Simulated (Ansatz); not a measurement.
Ansatz results at the PBE0-D4/def2-TZVP geometry: HOMO energy (PBE0/def2-TZVPP) -7.48 eV; HOMO energy (PBE/def2-TZVPP) -6.30 eV; HOMO–LUMO gap (B3LYP/def2-TZVPP) 6.13 eV.

Which molecule gave them?
A. `[F][Ga]1[SiH2][CH]1I`
B. `N/C=N/[SiH2]N`
C. `C=CC(C)=S`
D. `C=C=C([SiH3])Cl`

D. The others give `C=CC(C)=S`: -6.33, -5.11, 3.38; `[F][Ga]1[SiH2][CH]1I`: -6.50, -5.50, 3.92; `N/C=N/[SiH2]N`: -6.80, -5.44, 6.80.

B3LYP here is the variant with VWN-RPA as its local correlation; programs differ in this.
